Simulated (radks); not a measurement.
The numbers below are computed, except where a source is named.
Charge is removed step by step from the 2s down level of Mg6+, starting from [He] 2s(up 1, down 1) 2p2. Code: a radial shooting solver on a logarithmic mesh with Libxc functionals. Model: scalar-relativistic Kohn-Sham, LDA (Slater exchange, Perdew-Wang correlation), spin-polarised, spherical densities, point nucleus; open shells are filled with parallel spins first.

| removed (e) | E - E(0) (eV) | eigenvalue (eV) | E minus straight line (eV) |
|---|---|---|---|
| 0 | 0.000 | -225.57 | 0.000 |
| 0.125 | 28.440 | -229.48 | -1.619 |
| 0.25 | 57.367 | -233.36 | -2.751 |
| 0.375 | 86.776 | -237.18 | -3.401 |
| 0.5 | 116.66 | -240.93 | -3.578 |
| 0.625 | 147.00 | -244.56 | -3.293 |
| 0.75 | 177.79 | -248.00 | -2.565 |
| 0.875 | 208.99 | -251.04 | -1.428 |
| 1 | 240.47 | -251.08 | 0.000 |

Removing the whole electron costs 240.47 eV by Delta-SCF, against 225.57 eV from minus the eigenvalue at the starting occupation. Slater's transition state (half an electron removed) gives 240.93 eV. Integrating minus the eigenvalue over the occupation (Janak's theorem) gives 240.43 eV. In this scalar-relativistic scheme the density is built from large components alone, so the theorem holds only approximately. The mean slope of the eigenvalue, de/dn, is 25.5 eV per electron.
